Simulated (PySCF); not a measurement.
A species of formula C8H10N2 has this rotational fingerprint, computed with PBE0/pcSseg-1 in PySCF (dipole) on a GFN2-xTB geometry, gas phase:

```
Rotational constants : A = 1799, B = 1213, C = 767.3 MHz
Dipole components    : |μa| = 1.22 D, |μb| = 1.68 D, |μc| = 0.19 D
Inertial defect      : -38.89 u·Å²
κ                    : -0.14
```

Question: Which structure is it? (One computed conformer of each.)
A. `[N:1]#[C:2][C@H:3]1[CH2:4][CH2:5][C@H:6]([C:7]#[N:8])[CH2:9][CH2:10]1` with C2–C3–C4–C5 65°, C3–C4–C5–C6 57°, C4–C5–C6–C7 65°, C5–C6–C9–C10 57°
B. `[CH:1]#[C:2][CH2:3][N:4]1[CH2:5][CH2:6][C:7]([CH:8]=[CH2:9])=[N:10]1` with C2–C3–N4–C5 67°, C6–C7–C8–C9 0°
C. `[CH2:1]=[CH:2][CH2:3][n:4]1[n:5][cH:6][cH:7][c:8]1[CH:9]=[CH2:10]` with C1–C2–C3–N4 -137°, C2–C3–N4–N5 -111°, C7–C8–C9–C10 -2°
D. `[CH2:1]=[CH:2][CH2:3][n:4]1[cH:5][c:6]([CH:7]=[CH2:8])[cH:9][n:10]1` with C1–C2–C3–N4 -127°, C2–C3–N4–C5 63°, C5–C6–C7–C8 5°
E. `CC(C)(C)/C(C#N)=C\C#N`

Answer: C. It is C=CCn1nccc1C=C, an asymmetric top, point group C1. The candidates at the same level (rigid rotor, commonest isotopes):

```
                  SMILES  A (MHz)  B (MHz)  C (MHz)  μa (D)  μb (D)  μc (D)  Δ (u·Å²)  point group                        rotor
       C#CCN1CCC(C=C)=N1     4750    648.3    596.1    0.59    1.81    0.76    -38.08           C1  near-prolate asymmetric top
        C=CCn1cc(C=C)cn1     2667    781.4    631.0    1.31    1.70    0.44    -35.30           C1               asymmetric top
N#C[C@H]1CC[C@H](C#N)CC1     2853    954.0    908.9    0.00    0.00    0.00   -150.84          C2h  near-prolate asymmetric top
          C=CCn1nccc1C=C     1799     1213    767.3    1.22    1.68    0.19    -38.89           C1               asymmetric top
   CC(C)(C)/C(C#N)=C\C#N     1794     1108    805.9    0.93    2.06    0.00   -110.61           Cs               asymmetric top
```

`C#CCN1CCC(C=C)=N1` has A 164 % too high; `CC(C)(C)/C(C#N)=C\C#N` has B 9 % too low; `C=CCn1cc(C=C)cn1` has A 48 % too high; `N#C[C@H]1CC[C@H](C#N)CC1` has A 59 % too high. No structure here is proved a minimum.
